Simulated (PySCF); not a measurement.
ECD: SMILES C[C@@H]1O[SiH2][Si@@H]1C[SiH3], C$_{3}$H$_{12}$OSi$_{3}$

Geometry (Å), atoms numbered from 1 in this order:
```xyz
19

C    -1.385    0.945   -1.309
C    -1.672   -0.218   -0.376
O    -2.119    0.281    0.903
Si   -1.084   -0.230    2.077
Si   -0.165   -1.292    0.229
C     1.516   -0.876   -0.571
Si    2.447    0.650    0.079
H    -2.271    1.568   -1.427
H    -0.586    1.562   -0.904
H    -1.086    0.571   -2.286
H    -2.501   -0.806   -0.786
H    -1.849   -0.967    3.085
H    -0.429    0.925    2.699
H    -0.469   -2.709   -0.073
H     1.383   -0.776   -1.649
H     2.153   -1.748   -0.429
H     3.755    0.731   -0.583
H     1.708    1.881   -0.211
H     2.646    0.517    1.524
```

Level of theory: PySCF 2.14.0, TDDFT B3LYP/def2-SVPD circular dichroism and optical rotation, one conformer, gas phase. Geometry: GFN2-xTB.

The molecule is flexible and this is one conformer; a measurement averages over conformers.

Task: What are the CIP labels of the stereocentres?

Result: C2 R, Si5 S.

Task: Which excitations and rotatory strengths does the calculation give?

Result: Rotatory strengths R in 10⁻⁴⁰ esu² cm², velocity form and length form (origin at the centre of mass); f in length form.
```tsv
state	E (eV)	λ (nm)	f	R (velocity)	R (length)	main
1	5.85	212	0.024	+25.0	+23.1	HOMO→LUMO 0.86
2	5.95	208	0.016	+43.2	+43.4	HOMO→LUMO+1 0.65, HOMO−1→LUMO 0.22
3	6.05	205	0.005	+5.6	+5.0	HOMO−1→LUMO 0.33, HOMO−2→LUMO 0.27
4	6.10	203	0.006	-15.3	-13.3	HOMO−1→LUMO+1 0.44, HOMO−2→LUMO 0.30
5	6.18	201	0.029	-65.9	-65.8	HOMO−1→LUMO+1 0.42, HOMO−2→LUMO 0.16
6	6.30	197	0.009	-8.5	-8.1	HOMO−2→LUMO+1 0.49, HOMO→LUMO+2 0.24
7	6.35	195	0.021	+29.0	+27.7	HOMO−2→LUMO+1 0.31, HOMO−1→LUMO+2 0.23
8	6.43	193	0.086	+77.0	+75.0	HOMO−1→LUMO+2 0.56, HOMO→LUMO+2 0.28
```

Among the states computed, the strongest CD band (largest |R|) is state 8. The largest dissymmetry factor in size, g = 4R/(D+G), with D and G the electric and magnetic dipole strengths, is +0.023 for state 2 (velocity form, f = 0.017), among bands with |R| over 0.5. The mirror image has the same energies and oscillator strengths and all R with the opposite sign.
